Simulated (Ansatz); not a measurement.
`[F][Sn]([F])([F])[c]1ccccc1` → 6 C• + 3 F• + 5 H• + Sn•  (atomization)

Isolated molecules relaxed with PBE0-D4/def2-TZVP in Ansatz; ΔE leaves out vibrations. CCSD(T)/CBS adds triple-zeta CCSD(T) − MP2 to the extrapolated MP2 energy (def2 sets, frozen cores). This one scheme is used for every species, atoms too. For atomizations the MP2-based limit and the directly extrapolated one differ by several kJ/mol either way, and by 10 to 25 for some Ge, Se and Sn compounds, so smaller differences from it don't rank the levels. Functionals use def2-TZVPP. B3LYP here is the variant with VWN-RPA as its local correlation; programs differ in this. HSE06 is defined as in plane-wave codes. No spin–orbit coupling; open shells (•) take unrestricted orbitals. Spin–orbit coupling would lower the free atoms: a little for C, F; strongly for Sn. def2 core potentials past Kr. For Sn outer-core shells are correlated without core-valence functions, so the limit isn't a true one: a few kJ/mol of doubt a bond, and 10 to 20 or more in all where bonds break to atoms. Each species was taken in one conformer, which may not be the lowest.

```tsv
level	ΔE (kJ/mol)	difference from CCSD(T)/CBS
LDA (SPW92)	7968.4	1120.6
PBE-D4	7095.3	247.5
revPBE-D4	6889.2	41.4
BLYP-D4	6863.4	15.6
r2SCAN-D4	6885.2	37.4
B97M-V	6881.6	33.8
PBE0-D4	6904.3	56.5
B3LYP-D4	6818.8	-29.0
r2SCANh-D4	6819.3	-28.5
r2SCAN0-D4	6725.1	-122.7
BHLYP-D4	6555.6	-292.2
CAM-B3LYP-D4	6855.3	7.5
ωB97X-V	6844.6	-3.2
ωB97M-V	6837.3	-10.5
PBE-QIDH	6836.3	-11.5
PBE	7049.4	201.6
revPBE	6754.8	-93.0
BLYP	6763.7	-84.1
r2SCAN	6873.4	25.6
PBE0	6865.0	17.2
B3LYP	6744.8	-103.0
r2SCANh	6806.6	-41.2
r2SCAN0	6711.1	-136.7
HSE06	6872.0	24.2
BHLYP	6497.8	-350.0
CAM-B3LYP	6815.1	-32.7
LC-ωPBE	6858.6	10.8
HF/def2-SVP	4970.3	-1877.5
MP2/def2-SVP	6725.7	-122.1
CCSD/def2-SVP	6392.5	-455.3
CCSD(T)/def2-SVP	6494.1	-353.7
MP2/def2-TZVPP	6898.6	50.8
CCSD/def2-TZVPP	6500.6	-347.2
CCSD(T)/def2-TZVPP	6649.3	-198.5
HF/def2-QZVPP	4948.3	-1899.5
MP2/def2-QZVPP	7019.2	171.4
SCS-MP2/def2-QZVPP	6884.6	36.8
HF/CBS(def2)	4951.0	-1896.8
MP2/CBS(def2)	7097.1	249.3
CCSD/CBS(def2)	6699.0	-148.8
CCSD(T)/CBS	6847.8	0
```

Largest T1 diagnostic among the species: 0.013.

From PBE to PBE0 (25 % exact exchange), in def2-TZVPP and without D4, ΔE moves by −184.4 kJ/mol: exact exchange takes away binding that semilocal exchange gives to molecules. Leaving LDA and LC-ωPBE aside and taking each functional with its dispersion term where it has one, the values spread over 539.8 kJ/mol, from BHLYP-D4 to PBE-D4. LDA lies +919.1 kJ/mol from PBE without D4, its usual overbinding.
